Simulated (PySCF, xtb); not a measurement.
C4H9N, SMILES CN=C(C)C.

GFN2-xTB run with xtb at its own geometry gives an orbital gap of 3.84 eV and a dipole moment of 2.11 D.

Geometry: PBE-D3(BJ)/def2-SVP.

Task: What does PBE/def2-TZVP (PySCF) give? (The exact figures need the calculation; the answer reports its results.)

Result: gap 4.43 eV (levels -5.42 and -0.99 eV), dipole 1.96 D.
